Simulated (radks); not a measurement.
Results of a calculation; reference values are marked as such.
Problem. These are the eigenvalues of the occupied orbitals of an atom or ion with whole-number occupations (hartree). Level of theory: scalar-relativistic Kohn-Sham, PBE, spin-polarised, spherical densities, point nucleus (a radial shooting solver on a logarithmic mesh with Libxc functionals).

| orbital | eigenvalue |
|---|---|
| 1s up | -1114.977 |
| 1s down | -1114.975 |
| 2s up | -170.7165 |
| 2s down | -170.7146 |
| 2p up | -153.3851 |
| 2p down | -153.3833 |
| 3s up | -34.46512 |
| 3s down | -34.46289 |
| 3p up | -28.81569 |
| 3p down | -28.81336 |
| 3d up | -20.19639 |
| 3d down | -20.19396 |
| 4s up | -6.70240 |
| 4s down | -6.69587 |
| 4p up | -4.97244 |
| 4p down | -4.96470 |
| 4d up | -2.45501 |
| 4d down | -2.44050 |
| 5s up | -1.55163 |
| 5d up | -0.68935 |

Which element is it, and in what charge state? The configuration may be excited. Open shells, if any, are filled with parallel spins first.

Solution. Z = 51, antimony, charge +3: Sb3+ in [Kr] 4d10 5s1 5d1. The list shows which subshells hold electrons but not how many an open one holds; the 1s level, -1115 hartree, gives Z - s = 47.2 by -(Z - s)^2/2, which with screening and relativity narrows Z to a few neighbours, and the depths of the outer levels then fix element, charge and occupations together.
